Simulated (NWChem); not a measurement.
System: C₂H₄Si; SMILES C#C[SiH3]

Q: Give the equilibrium geometry at PBE0/def2-SVP (NWChem) as an XYZ file, with the point group.

A: point group C3v; any orientation.
```
7

Si     0.0000     0.0000    -1.0542
C      0.0000     0.0000     0.7801
C      0.0000     0.0000     1.9968
H     -1.1464    -0.8139    -1.5524
H     -0.1317     1.3997    -1.5524
H      1.2780    -0.5858    -1.5524
H      0.0000     0.0000     3.0727
```
